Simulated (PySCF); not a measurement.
CH3Li, SMILES [Li][CH3] (connectivity only; charge and spin as stated), charge +1, multiplicity 2.

Geometry optimised at ωB97X-D3(BJ)/def2-TZVPD. The multiplicity is an assumed one; other spin states were not compared. The isomer is the one that the SMILES or the coordinates give; other isomers of the formula were not compared.

Level of theory: TDA-ωB97X/def2-TZVPD in PySCF.

Vertical excitations; the highest root listed may be one member of a degenerate set. Gas-phase values at a fixed geometry.

Computed UV-visible absorptions:
```csv
state,energy (eV),λ (nm),f,main pairs
root 1,5.59,222,0.000,β HOMO−1→LUMO (degenerate set)
root 2,5.59,222,0.000,β HOMO→LUMO (degenerate set)
root 3,6.93,179,0.054,α HOMO→LUMO 87 %
root 4,8.17,152,0.037,α HOMO→LUMO+2 (degenerate set)
root 5,8.17,152,0.037,α HOMO→LUMO+1 (degenerate set)
root 6,8.77,141,0.007,"α HOMO→LUMO+3 66 %, α HOMO→LUMO+6 12 %"
root 7,10.25,121,0.006,α HOMO→LUMO+9 (degenerate set)
root 8,10.25,121,0.006,α HOMO→LUMO+8 (degenerate set)
root 9,10.80,115,0.070,"α HOMO→LUMO+11 38 %, α HOMO→LUMO+10 21 %, α HOMO→LUMO+7 12 %, α HOMO→LUMO+3 7 %"
root 10,11.23,110,0.029,"α HOMO→LUMO+4 40 %, α HOMO→LUMO+12 18 %, β HOMO−1→LUMO+1 16 %"
```
Unrestricted roots are not spin-pure.
